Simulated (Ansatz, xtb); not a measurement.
# Isomers of C4H5FO2S in order of energy

6 gas-phase structures of C4H5FO2S, from a drawn sample of its isomers (lower ones may exist). Each was relaxed with GFN2-xTB; where two conformers were screened, the lower at r2SCAN-D4/def2-SVP//GFN2-xTB is listed:

A. `O=C[C@@]1(F)CC[S@]1=O`, a singlet
B. `O=S1(=O)CC=C[C@@H]1F`, a singlet
C. `O=CO/C=C\SCF`, a singlet
D. `O=C(O)/C=C\SCF`, a singlet
E. `CC1=C(F)S(=O)(=O)C1`, a singlet
F. `O=S1(=O)C=C(F)CC1`, a singlet

Problem. Estimate their order in r2SCAN-D4/def2-SVP//GFN2-xTB energy at these geometries, lowest first.

Solution. Calculated order at r2SCAN-D4/def2-SVP//GFN2-xTB: D (0.000), C (0.678), A (2.049), F (2.203), B (2.487), E (3.062) eV.

Energies above the lowest of each column, in eV; the last columns are at r2SCAN-D4/def2-SVP geometries and were run for some of them only (a dash: not run or not comparable):

```json
{"structure": "D", "GFN2-xTB": "0.000", "HF/STO-3G": "0.079", "r2SCAN-D4/def2-SVP//GFN2-xTB": "0.000", "r2SCAN-D4/def2-SVP": "0.000", "CCSD(T)/def2-SVP + ΔMP2/def2-TZVPP": "0.000"}
{"structure": "C", "GFN2-xTB": "0.482", "HF/STO-3G": "0.000", "r2SCAN-D4/def2-SVP//GFN2-xTB": "0.678", "r2SCAN-D4/def2-SVP": "0.791", "CCSD(T)/def2-SVP + ΔMP2/def2-TZVPP": "0.744"}
{"structure": "A", "GFN2-xTB": "0.810", "HF/STO-3G": "4.042", "r2SCAN-D4/def2-SVP//GFN2-xTB": "2.049", "r2SCAN-D4/def2-SVP": "–", "CCSD(T)/def2-SVP + ΔMP2/def2-TZVPP": "–"}
{"structure": "F", "GFN2-xTB": "0.566", "HF/STO-3G": "9.619", "r2SCAN-D4/def2-SVP//GFN2-xTB": "2.203", "r2SCAN-D4/def2-SVP": "–", "CCSD(T)/def2-SVP + ΔMP2/def2-TZVPP": "–"}
{"structure": "B", "GFN2-xTB": "0.703", "HF/STO-3G": "9.839", "r2SCAN-D4/def2-SVP//GFN2-xTB": "2.487", "r2SCAN-D4/def2-SVP": "–", "CCSD(T)/def2-SVP + ΔMP2/def2-TZVPP": "–"}
{"structure": "E", "GFN2-xTB": "1.273", "HF/STO-3G": "10.333", "r2SCAN-D4/def2-SVP//GFN2-xTB": "3.062", "r2SCAN-D4/def2-SVP": "–", "CCSD(T)/def2-SVP + ΔMP2/def2-TZVPP": "–"}
```

CCSD(T)/def2-SVP + ΔMP2/def2-TZVPP puts D lowest of those it was run on; HF/STO-3G picks C. Some further structures that were screened fall inside this span and aren't listed. Flexible structures stand in one conformer each, not always the lowest. Frequencies (GFN2-xTB) were run for C, D alone. ΔMP2 is the change of the MP2 energy from the smaller to the larger basis.

Over these structures GFN2-xTB departs from r2SCAN-D4/def2-SVP//GFN2-xTB by 0.673 eV on average once a common shift is removed. A GFN2-xTB relaxation took about 0.11 s and the r2SCAN-D4/def2-SVP//GFN2-xTB energy about 2.2 s on a shared host (Ansatz 0.2.0, xtb 6.7.1).
